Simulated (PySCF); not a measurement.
Ligands exchanged one at a time, Ge C2H5-I. Gas-phase values, no solvent. One relaxed conformer stands for each flexible species; it need not be the lowest. Strings in code marks are SMILES.

Method: PBE-D3(BJ)/def2-TZVP // B3LYP-D3(BJ)/def2-SVP (PySCF 2.14.0). All candidates: neutral, multiplicity 1. Excitations are Tamm–Dancoff values on a coarser integration grid. The basis has no diffuse functions, so Rydberg states are missing or too high.

The T1 excitation (TDA) comes out as 3.72 eV. The LUMO comes out as -2.29 eV and the HOMO–LUMO gap comes out as 3.91 eV.

Problem. Say which member has these values.
A. `C[CH2][Ge]([I])([CH2]C)[CH2]C`
B. `C[CH2][Ge]([I])([I])[I]` (C–C–Ge–I torsion 180°)
C. `C[CH2][Ge]([I])([I])[CH2]C` (C–C–Ge–I torsion 58°, I–Ge–C–C torsion -59°)

Solution. C, `C[CH2][Ge]([I])([I])[CH2]C` (C–C–Ge–I torsion 58°, I–Ge–C–C torsion -59°). The others give `C[CH2][Ge]([I])([I])[I]` (C–C–Ge–I torsion 180°): 2.91 eV, -3.35 eV, 3.04 eV; `C[CH2][Ge]([I])([CH2]C)[CH2]C`: 4.62 eV, -1.10 eV, 4.82 eV
